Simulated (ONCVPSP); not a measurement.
# Before and after: ONCV potential for phosphorus (P)

ONCVPSP 4.0.1 input, shortened (lines: element, Z, core and valence counts, functional; n l f; lmax; l rc ep ncon nbas qcut; lloc lpopt rc5 dvloc0; l nproj debl; icmod fcfact rcfact), revPBE, scalar-relativistic:

```
  P 15.00    1    4  -102130      upf
    1    0    2.00
    2    0    2.00
    2    1    6.00
    3    0    2.00
    3    1    1.50
    2
    0    1.05    0.00    3    7   12.30
    1    0.90    0.00    3    7   17.60
    2    0.90    0.20    3    7   10.70
    4    5    0.65    3.00
    0    2    3.30
    1    2    0.60
    2    2    0.80
    3    5.00    1.00
```

Change: all radii but the core radius scaled by about 0.91 (s 0.94, p 0.82, d 0.82 bohr); local potential polynomial inside 0.58 bohr (lpopt 5, dvloc0 3 Ha).

Cutoffs: the cutoffs (Ha) at which the residual kinetic energy of the hardest occupied pseudo-wave falls to 1 and 0.1 mHa per electron; they do not see the model core or the augmentation charge, which bear on the density cutoff. Errors are all-electron minus pseudo energies relative to the spin-unpolarised reference configuration.

What does the change do?

The potential gets neither clearly harder nor softer (111 Ha and 126 Ha → 117 Ha and 132 Ha); the errors of the 4 common tests hardly move; neither file shows a bound ghost.

```tsv
quantity	base	changed
cutoff, loose	111 Ha	117 Ha
cutoff, tight	126 Ha	132 Ha
loose cutoff by channel	s 39 Ha, p 111 Ha	s 39 Ha, p 117 Ha
bound ghosts	none	none
GHOST(+) flags under 300 eV	none	none
error for 2s2 2p6 3s2 3p3, meV [ΔE -18.01 eV]	+1.3	+1.1
error for 2s2 2p6 3s2 3p2, meV [ΔE -8.31 eV]	+0.3	+0.3
error for 2s2 2p6 3s2 3p1, meV [ΔE 10.82 eV]	+0.1	+0.2
error for 2s2 2p6 3s1 3p0, meV [ΔE 92.42 eV]	-0.1	+0.2
rms error of d²Exc/dni dnj with the model core, mHa	1.88	2.00
```
